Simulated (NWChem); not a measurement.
Molecule: C2H3ClFNSi; SMILES [Si@](N)(F)(Cl)C#C

```xyz
9

C      0.8171     2.7638     0.0455
C      0.3711     1.6356     0.0319
Si    -0.2983    -0.0464     0.0142
N     -1.3139    -0.2826     1.3558
F     -1.0107    -0.2539    -1.4153
Cl     1.1934    -1.4669     0.0960
H      1.2147     3.7552     0.0561
H     -1.5894    -1.2077     1.6596
H     -1.9686     0.4345     1.6423
```
Atoms are numbered in this order, from 1.

Program: NWChem. All runs use the structure optimised with B3LYP/6-31G* (spherical d). Level: B3LYP/def2-SVP with SMD (1 M gas to 1 M solution), gas-phase geometry. Reactions with the solvent are ignored.

Predict the results for solvent dimethyl sulfoxide. Quantities: solvation free energy (kcal/mol); cavity-dispersion-structure term (kcal/mol); dipole in solution (D).


```
Quantity                                     Value
-------------------------------------------  -----
solvation free energy (kcal/mol)              -4.0
cavity-dispersion-structure term (kcal/mol)    3.6
dipole in solution (D)                        3.34
```
